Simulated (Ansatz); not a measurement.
Dissociation curve of SMILES [SiH2]1[SiH2][SiH2][SiH2][SiH2][SiH2]1. The Si1–H18 bond (Si1 also carries H, Si, Si; H18 carries nothing else) is stretched with both fragments frozen at the PBE0/def2-SVP optimised geometry.

- UKS-PBE0 = unrestricted PBE0/def2-SVP run with Ansatz (an electronic-structure program)
- RKS-PBE0 = restricted PBE0/def2-SVP run with Ansatz
- UKS-PBE = unrestricted PBE/def2-SVP in Ansatz
- RKS-PBE = restricted PBE/def2-SVP (Ansatz)

Scanned distances (Å): 1.22, 1.31, 1.40, 1.45, 1.50, 1.55, 1.59, 1.69, 1.81, 2.00, 2.18, 2.45, 2.79, 3.15, 3.66, 4.36.

Where does the unrestricted solution first break spin symmetry (<S²> of 0.01 or more)?

UKS-PBE0: between 2.45 and 2.79 Å; UKS-PBE: between 2.45 and 2.79 Å.

| R / Å | <S²> UKS-PBE0 | E(RKS-PBE0) − E(UKS-PBE0) / kJ/mol | <S²> UKS-PBE | E(RKS-PBE) − E(UKS-PBE) / kJ/mol |
|---|---|---|---|---|
| 1.22 | 0.00 | 0.0 | 0.00 | 0.0 |
| 1.31 | 0.00 | 0.0 | 0.00 | 0.0 |
| 1.40 | 0.00 | 0.0 | 0.00 | 0.0 |
| 1.45 | 0.00 | 0.0 | 0.00 | 0.0 |
| 1.50 | 0.00 | 0.0 | 0.00 | 0.0 |
| 1.55 | 0.00 | 0.0 | 0.00 | 0.0 |
| 1.59 | 0.00 | 0.0 | 0.00 | 0.0 |
| 1.69 | 0.00 | 0.0 | 0.00 | 0.0 |
| 1.81 | 0.00 | 0.0 | 0.00 | 0.0 |
| 2.00 | 0.00 | 0.0 | 0.00 | 0.0 |
| 2.18 | 0.00 | 0.0 | 0.00 | 0.0 |
| 2.45 | 0.00 | 0.0 | 0.00 | 0.0 |
| 2.79 | 0.55 | 16.7 | 0.23 | 1.4 |
| 3.15 | 0.84 | 57.3 | 0.73 | 23.7 |
| 3.66 | 0.97 | 113.7 | 0.95 | 64.5 |
| 4.36 | 1.00 | 166.5 | 1.00 | 103.3 |
